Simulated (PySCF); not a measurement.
SMILES CB(C)CB(O)O (C3H10B2O2), GFN2-xTB optimised geometry.

```
17

B      0.85    -0.49     0.00
O      2.20    -0.49     0.00
O      0.22    -1.70     0.01
C      0.07     0.91     0.00
B     -0.66     1.07     1.39
C     -2.06     0.38     1.65
C      0.05     1.87     2.55
H      2.59    -1.37     0.01
H     -0.74    -1.66     0.05
H     -0.64     0.89    -0.83
H      0.79     1.70    -0.19
H     -2.59     0.09     0.75
H     -2.72     1.00     2.24
H     -1.90    -0.53     2.23
H      1.13     1.75     2.53
H     -0.15     2.93     2.42
H     -0.31     1.61     3.54
```

Density from B3LYP/def2-SVP run with PySCF at that geometry.

Minimum of the electron density along straight lines between bonded atoms, close to the bond critical point (lines longer than 1.1 times the sum of covalent radii, or with two minima, are not listed):

| bond | length / Å | ρ at the minimum / e bohr⁻³ | ∇²ρ there / e bohr⁻⁵ | position (fraction from the first atom) |
|---|---|---|---|---|
| B1–O2 | 1.348 | 0.209 | 1.16 | 0.33 |
| B1–O3 | 1.364 | 0.200 | 1.11 | 0.33 |
| B1–C4 | 1.605 | 0.171 | [?] | 0.33 |
| C4–B5 | 1.572 | 0.179 | -0.13 | 0.68 |
| B5–C6 | 1.583 | 0.178 | -0.13 | 0.32 |
| B5–C7 | 1.578 | 0.180 | -0.13 | 0.32 |
| O2–H8 | 0.958 | 0.357 | -2.38 | 0.81 |
| O3–H9 | 0.955 | 0.360 | -2.41 | 0.81 |
| C4–H10 | 1.091 | 0.266 | -0.90 | 0.61 |
| C4–H11 | 1.087 | 0.271 | -0.95 | 0.62 |
| C6–H12 | 1.088 | 0.272 | -0.96 | 0.62 |
| C6–H13 | 1.088 | 0.271 | -0.96 | 0.62 |
| C6–H14 | 1.091 | 0.266 | -0.92 | 0.62 |
| C7–H15 | 1.088 | 0.272 | -0.97 | 0.62 |
| C7–H16 | 1.091 | 0.266 | -0.92 | 0.62 |
| C7–H17 | 1.088 | 0.272 | -0.97 | 0.62 |

Question: Complete the blanks.

Answer: 
- B1–C4, ∇²ρ there / e bohr⁻⁵: -0.23
